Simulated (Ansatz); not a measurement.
`C[SiH](F)Cl` + CH₃NH₂ → `CN[SiH](C)F` + HCl at 700 K and 1 bar (ligand exchange at the Si–Cl bond).

Gas-phase electronic energies from Ansatz, PBE0-D4/def2-TZVP geometries. CBS: MP2 limit from def2 TZ/QZ plus the TZ coupled-cluster correction, frozen cores. This one scheme is used for every species. Each species was taken in one conformer, which may not be the lowest.

```csv
species,CCSD(T)/CBS energy (Eh),H − E (kJ/mol),S (J/(mol·K))
`C[SiH](F)Cl`,-889.24457,194.0,410.2
CH₃NH₂,-95.75281,207.6,296.6
`CN[SiH](C)F`,-524.60225,359.0,489.6
HCl,-460.38127,38.4,211.8
```

H − E and S are ideal-gas, rigid-rotor, harmonic terms from PBE0-D4/def2-TZVP, for one conformer and one mirror image of each species. 1 Eh = 2625.50 kJ/mol, R = 8.31446 J/(mol·K).

Q: By hand: ΔE, ΔH, ΔS and ΔG.

A: ΔE = (-524.60225) + (-460.38127) − (-889.24457) − (-95.75281) = 0.01386 Eh = 36.4 kJ/mol. Δ(H − E) = 359.0 + 38.4 − 194.0 − 207.6 = -4.2, so ΔH = 32.2 kJ/mol. ΔS = 489.6 + 211.8 − 410.2 − 296.6 = -5.4 J/(mol·K). ΔG = 32.2 − 700 × (-5.4)/1000 = 36.0 kJ/mol.

Q: By hand: the equilibrium constant, and the temperature at which ΔG would vanish if ΔH and ΔS stayed fixed.

A: log₁₀ K = −ΔG/(RT ln 10) = -2.7. ΔH and −TΔS have one sign here, so there is no such temperature.

The number of gas molecules stays the same, so ΔS is small and ΔH decides. A doubt of 5 kJ/mol in ΔE shifts log₁₀ K by 0.4 here. Other conformers and mirror images would add mixing entropy, several J/(mol·K) or more a flexible species. These are equilibria of isolated gas molecules and say nothing of rates. Largest T1 diagnostic: 0.010 (customary marks: 0.02 for closed shells, 0.045 for open ones).

ΔS is within the doubt of such terms, so its sign, and with it that verdict, could turn.
